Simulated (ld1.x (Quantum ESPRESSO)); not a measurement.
## Sr (Z = 38): excitation energies, all-electron against TM

* Element: strontium (Sr)
* Generator: ld1.x (Quantum ESPRESSO) 7.5
* Type: norm-conserving Troullier–Martins (Kleinman–Bylander form)
* Functional: PBE
* Relativity: fully relativistic
* Frozen core: [Ar] 3d10
* Valence charge: 10
* Reference configuration: 4s2 4p6 4d0 5s2 5p0
* Partial waves: 4s (bound): rc 2.35 bohr; 4p (bound): rc 2.65 bohr; 4d (bound, empty): rc 3.00 bohr
* Local potential: the d channel
* Core correction: none

Open shells are filled in proportion to 2j + 1 (rel_dist='average').

Occupied shells without a wave of their own: 5s. They enter only through the test configuration that unscreens the potential.

Energies are relative to the spin-unpolarised reference configuration 4s2 4p6 4d0 5s2 5p0; without spin polarisation the order of configurations can differ from experiment. The d channel is local and has no spin–orbit splitting in the pseudo-atom.

```csv
valence configuration,charge,ΔE all-electron (eV),error AE − PS (meV)
4s2 4p6 4d0 5s1 5p0,+1,5.885,-396
4s2 4p6 4d0 5s0 5p0,+2,16.891,-1161
4s2 4p6 4d0 5s1.5 5p0,+0.5,2.339,-165
4s2 4p5 4d0 5s2 5p0,+1,28.324,+194
4s1 4p6 4d0 5s2 5p0,+1,47.012,+175
```

Problem. What are ΔE and the potential's error for 4s2 4p6 4d1 5s0 5p0?

Solution. ΔE = 7.649 eV all-electron; the error (AE − PS) is -705 meV.

Problem. What are ΔE and the potential's error for 4s2 4p6 4d0 5s0 5p2?

Solution. ΔE = 4.704 eV all-electron; the error (AE − PS) is -698 meV.

The 5s level has no wave, so the channel is fitted at the deeper level alone: the likely source of the large errors.

The potential misses its own reference levels by up to 0.3 eV.
